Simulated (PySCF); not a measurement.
**Vibration and rotation of CsB⁻**

ROHF-CCSD(T) constants of CsB⁻, doublet, unpaired electrons π ↑ (PySCF, scalar-relativistic core potentials, basis sets Cs def2-SVPD with ECP46, B def2-SVPD; masses 132.9054 and 11.0093 u):

| Property | Result |
| --- | --- |
| ωe | 185.2 cm⁻¹ |
| ωexe | 1.36 cm⁻¹ |
| Be | 0.14202 cm⁻¹ |
| αe | 0.00142 cm⁻¹ |
| D (centrifugal) | 3.34e-07 cm⁻¹ |
| De to Cs⁻ + B | 0.69 eV |

Give the vibrational terms G(v) and spacings up to v = 6.

G(v) = ωe(v+½) − ωexe(v+½)².

| v | G(v) (cm⁻¹) | G(v) − G(v−1) | Bv (cm⁻¹) |
| --- | --- | --- | --- |
| 0 | 92.3 |  | 0.1413 |
| 1 | 274.7 | 182.5 | 0.1399 |
| 2 | 454.5 | 179.8 | 0.1385 |
| 3 | 631.5 | 177.0 | 0.1371 |
| 4 | 805.9 | 174.3 | 0.1356 |
| 5 | 977.5 | 171.6 | 0.1342 |
| 6 | 1146.3 | 168.9 | 0.1328 |

How well does the Morse estimate ωe²/(4ωexe) reproduce De, and what is D0?

It gives 0.78 eV, 113 % of the computed De. D0 = De − G(0) = 0.69 − 0.01 = 0.68 eV.

Correlated steps freeze 1 core orbital. Correlated levels converge slowly with the basis: in double zeta they bind strong bonds too weakly, by up to about 1 eV, and carry superposition errors of some tenths. These are scalar-relativistic numbers at best; spin–orbit coupling would shift them, the dissociation energy most. For an ion De counts to the pair picked by the measured ionisation energies or electron affinities, which need not be the lowest pair at this level. The CCSD T1 diagnostic is raised, a sign that a single reference may not be enough here. The state is the lowest determinant that a PBE0 search found; another state may lie lower at other levels.
